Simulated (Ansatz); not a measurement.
`C[CH2][ZnH]` → `[CH2]` (triplet) + `[CH3][ZnH]` at 400 K and 1 bar (formal loss of a carbene).

Computed with Ansatz on PBE0-D4/def2-TZVP structures; ΔE is electronic, products minus reactants. CCSD(T)/CBS is the MP2 limit (def2-TZVPP, def2-QZVPP) plus CCSD(T) − MP2 in def2-TZVPP, frozen cores. This one scheme is used for every species. Triplets are unrestricted, without spin–orbit coupling. For Zn outer-core shells are correlated without core-valence functions, which leaves a few kJ/mol of doubt a bond. Scalar relativity is left out up to krypton.

```json
{"species": "`C[CH2][ZnH]`", "CCSD(T)/CBS energy (Eh)": "-1858.07157", "H − E (kJ/mol)": "209.2", "S (J/(mol·K))": "322.7"}
{"species": "`[CH2]` (triplet)", "CCSD(T)/CBS energy (Eh)": "-39.09499", "H − E (kJ/mol)": "59.0", "S (J/(mol·K))": "205.7"}
{"species": "`[CH3][ZnH]`", "CCSD(T)/CBS energy (Eh)": "-1818.81862", "H − E (kJ/mol)": "127.3", "S (J/(mol·K))": "272.1"}
```

H − E and S are ideal-gas, rigid-rotor, harmonic terms from PBE0-D4/def2-TZVP, with the whole ground term of open shells counted as degenerate. 1 Eh = 2625.50 kJ/mol, R = 8.31446 J/(mol·K).

Problem. By hand: ΔE, ΔH, ΔS and ΔG.

Solution. ΔE = (-39.09499) + (-1818.81862) − (-1858.07157) = 0.15796 Eh = 414.7 kJ/mol. Δ(H − E) = 59.0 + 127.3 − 209.2 = -22.9, so ΔH = 391.8 kJ/mol. ΔS = 205.7 + 272.1 − 322.7 = 155.1 J/(mol·K). ΔG = 391.8 − 400 × (155.1)/1000 = 329.8 kJ/mol.

Problem. By hand: the equilibrium constant, and the temperature at which ΔG would vanish if ΔH and ΔS stayed fixed.

Solution. log₁₀ K = −ΔG/(RT ln 10) = -43.1. ΔG = 0 at ΔH/ΔS = 2526 K, far beyond where these terms or the molecules hold.

The number of gas molecules changes by +1, which sets the sign of ΔS. A doubt of 5 kJ/mol in ΔE shifts log₁₀ K by 0.7 here. A triplet takes part, so the spin changes. These are equilibria of isolated gas molecules and say nothing of rates. Largest T1 diagnostic: 0.014 (customary marks: 0.02 for closed shells, 0.045 for open ones).
